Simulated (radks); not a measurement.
Task: Valence configurations of neutral terbium (all share [Xe]). All-electron calculation, Dirac Kohn-Sham, BLYP, spin-unpolarised, spherical densities, point nucleus; open shells are shared between the two j in proportion to 2j + 1. Program: a radial shooting solver on a logarithmic mesh with Libxc functionals. Order these by energy: 4f8 5d1 6s2; 4f9 6s2; 4f7 6s2 6p2; 4f9 6p2; 4f9 5d0.5 6s0.5 6p1; 4f8 6s2 6p1; 4f9 5d0.5 6s1.5; 4f7 5d2 6s2; 4f7.5 5d1.5 6s2.

Result: From the lowest, in eV above it: 4f9 6s2 0.000; 4f9 5d0.5 6s1.5 1.226; 4f9 5d0.5 6s0.5 6p1 3.787; 4f8 5d1 6s2 3.935; 4f9 6p2 5.555; 4f8 6s2 6p1 5.650; 4f7.5 5d1.5 6s2 7.814; 4f7 5d2 6s2 13.098; 4f7 6s2 6p2 20.290. NIST lists [Xe] 4f9 6s2 as the ground configuration; this level of theory agrees among the configurations tried. The energies are those of spherical spin-averaged densities, not of single terms. No valid solution was reached for [Xe] 4f10 5d0.5 6s0.5.
